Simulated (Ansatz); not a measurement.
Two isomers of C2H4FNOSi: A = `O[SiH]1CN=C1F`, B = `OC1([SiH3])N=C1F`.

Computed with Ansatz on PBE0-D4/def2-TZVP structures; ΔE is electronic, products minus reactants. CCSD(T)/CBS is the MP2 limit (def2-TZVPP, def2-QZVPP) plus CCSD(T) − MP2 in def2-TZVPP, frozen cores. DFT in def2-TZVPP. B3LYP here is the variant with VWN-RPA as its local correlation; programs differ in this. One conformer a species, not always the lowest.

A:

```xyz
10

O    -0.587   -1.029   -1.812
Si    0.180    0.030   -0.830
C     0.764   -0.399    0.915
N    -0.103    0.692    1.455
C    -0.732    1.087    0.427
F    -1.642    2.042    0.496
H    -1.269   -1.592   -1.441
H     1.117    0.762   -1.711
H     1.811   -0.230    1.174
H     0.461   -1.363    1.327
```

B:

Z-matrix (Å, degrees):
```
C
Si 1 1.888
N 1 1.609 2 116.2
O 1 1.373 2 111.9 3 -138.2
C 1 1.420 2 125.1 3 55.2
H 2 1.482 1 108.7 3 78.8
H 2 1.484 1 109.6 3 -161.0
H 2 1.482 1 107.2 3 -41.2
H 4 0.964 1 110.5 2 -178.2
F 5 1.307 1 147.8 2 91.0
```

Problem. Which isomer does CCSD(T)/CBS put lower? Give the gap. (Best estimate.)

Solution. Ansatz gave: A, by 284.2 kJ/mol.

Problem. Give E(B) − E(A) in kJ/mol with B3LYP-D4, LDA (SPW92), MP2/def2-TZVPP, CCSD(T)/def2-SVP, BLYP-D4, CCSD(T)/def2-TZVPP, PBE0-D4. (An estimate is asked.)

Solution. The calculation gave: B3LYP-D4 272.7, LDA (SPW92) 271.1, MP2/def2-TZVPP 279.1, CCSD(T)/def2-SVP 231.9, BLYP-D4 259.9, CCSD(T)/def2-TZVPP 277.3, PBE0-D4 274.8. None reverses the order clearly.

Problem. Does the order hold for the free energy at 298.15 K (harmonic terms from PBE0-D4)? (An estimate is asked.)

Solution. The calculation gave: Yes: G(B) − G(A) = +264.2 kJ/mol, for one conformer each.

Largest T1 diagnostic: 0.013.

Leaving LDA and LC-ωPBE aside and taking each functional with its dispersion term where it has one, the values, not all of them listed here, spread over 33.3 kJ/mol, from revPBE-D4 to BHLYP-D4. LDA lies +10.6 kJ/mol from PBE without D4. In def2-TZVPP, CCSD(T) changes the Hartree–Fock value by −12.4 kJ/mol (the triples alone add −5.0 kJ/mol) and MP2 by −10.6 kJ/mol.
